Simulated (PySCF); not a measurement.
WS2ClBr, SMILES [S]=[W](=[S])([Cl])[Br], multiplicity 1.

The structure is a stationary point at PBE0-D3(BJ)/def2-SVP. The multiplicity is an assumed one; no other spin state was optimised. The structure was generated by enumeration; whether it is a known compound was not checked. The def2 effective core potentials stand for the cores of W; spin–orbit coupling is left out.

All values below come from PBE/def2-TZVP (PySCF).

The molecule is in vacuum.

Q: Estimate the frontier levels, gap, dipole moment and polarisability. (An estimate is asked for; the answer gives what the named calculation found.)

A: 
```yaml
highest_occupied_level: -6.54 eV
lowest_empty_level: -4.24 eV
orbital_gap: 2.30 eV
dipole_moment: 0.89 D
quadrupole, principal values (traceless, Buckingham form, about the centre of nuclear charge): -1.40, -0.56, 1.96 D·Å
mean_static_polarisability: 114.9 bohr³ (17.02 Å³)
polarisability_principal_values: 106.1, 118.5, 120.0 bohr³
```
